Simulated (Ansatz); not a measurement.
One change: `N[SiH](N)O` becomes `N[SiH](O)[SnH3]`.

Ansatz, PBE0-D4/def2-TZVP geometries, multiplicity 1. Each molecule was computed in one conformer, which needn't be the lowest.

Elements past krypton have def2 core potentials.

```
                                          property  `N[SiH](N)O`
               LUMO energy (B3LYP/def2-TZVPP) / eV          0.54
               HOMO–LUMO gap (PBE/def2-TZVPP) / eV          6.02
             HOMO–LUMO gap (B3LYP/def2-TZVPP) / eV          7.71
                 LUMO energy (PBE/def2-TZVPP) / eV          0.07
size of the dipole moment (ωB97M-V/def2-TZVPP) / D          1.97
              HOMO–LUMO gap (PBE0/def2-TZVPP) / eV          8.33
```

**Question.** Give the same properties after the change, and the shifts. (Estimate.)

**Answer.** Computed: 
| property | `N[SiH](O)[SnH3]` | shift |
| --- | --- | --- |
| LUMO energy (B3LYP/def2-TZVPP) / eV | -0.25 | -0.79 |
| HOMO–LUMO gap (PBE/def2-TZVPP) / eV | 5.33 | -0.69 |
| HOMO–LUMO gap (B3LYP/def2-TZVPP) / eV | 6.86 | -0.85 |
| LUMO energy (PBE/def2-TZVPP) / eV | -0.80 | -0.87 |
| size of the dipole moment (ωB97M-V/def2-TZVPP) / D | 1.02 | -0.95 |
| HOMO–LUMO gap (PBE0/def2-TZVPP) / eV | 7.26 | -1.07 |

With PBE0 the HOMO rises by 0.12 eV and the LUMO falls by 0.95 eV, so the gap narrows by about 1.07 eV. PBE moves the HOMO by -0.18 eV and ωB97M-V by 0.48 eV. Dipoles are sizes alone; their direction can turn.

B3LYP here is the variant with VWN-RPA as its local correlation; programs differ in this.
